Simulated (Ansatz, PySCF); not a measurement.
B(CCH)(Cl)(OH) (C2H2BClO), SMILES C#CB(O)Cl.

Geometry optimised at PBE0-D3(BJ)/def2-SVP. One conformer was computed; it need not be the lowest.

Vertical ionisation energy (IE) and electron affinity (EA) in eV. Rows of orbital energies are one-electron estimates. Where ΔSCF, EOM or ADC give a negative EA the extra electron is unbound and the value depends on the basis.

| level | IE | EA |
|---|---|---|
| −ε(HOMO), −ε(LUMO), r2SCAN/def2-TZVP (PySCF) | 7.47 | 2.14 |
| ΔSCF, CAM-B3LYP/def2-SVPD (Ansatz), final states of multiplicity 2 and 2 | 10.99 | -0.42 |

Q: What vertical singlet–triplet gap does ΔSCF give with CAM-B3LYP/def2-SVPD (Ansatz, a first-principles code)? (The exact figures need the calculation; the answer reports its results.)

A: 4.68 eV (triplet above singlet where positive).
